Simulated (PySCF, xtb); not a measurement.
CH13NO2Si4, SMILES C[Si](N[SiH3])(O[SiH3])O[SiH3]. The values are those of a single conformer.

Harmonic wavenumbers (cm⁻¹) from GFN2-xTB run with xtb at its own minimum, in rising order: 19, 31, 44, 56, 63, 67, 76, 83, 104, 124, 168, 180, 192, 230, 295, 314, 516, 572, 589, 597, 606, 614, 639, 654, 724, 746, 754, 766, 777, 789, 791, 797, 801, 809, 833, 835, 850, 988, 1055, 1086, 1184, 1375, 1481, 1483, 2201, 2224, 2234, 2235, 2241, 2245, 2255, 2270, 2277, 3047, 3054, 3058, 3503.

Task: What does B3LYP-D3(BJ)/def2-SVP in PySCF 2.14.0 give at its own minimum? (An estimate is asked for; the answer gives what the named calculation found.)

Result: 30, 41, 47, 52, 60, 80, 85, 98, 131, 154, 204, 222, 249, 342, 350, 394, 538, 640, 647, 717, 724, 734, 737, 748, 750, 801, 814, 840, 930, 938, 956, 960, 961, 962, 968, 975, 1003, 1014, 1059, 1078, 1187, 1283, 1430, 1433, 2200, 2213, 2217, 2221, 2222, 2225, 2236, 2244, 2246, 3037, 3128, 3134, 3576. Paired by order, the mean absolute difference is 60 cm⁻¹ and the zero-point energies are 83.8 and 87.6 kcal/mol.
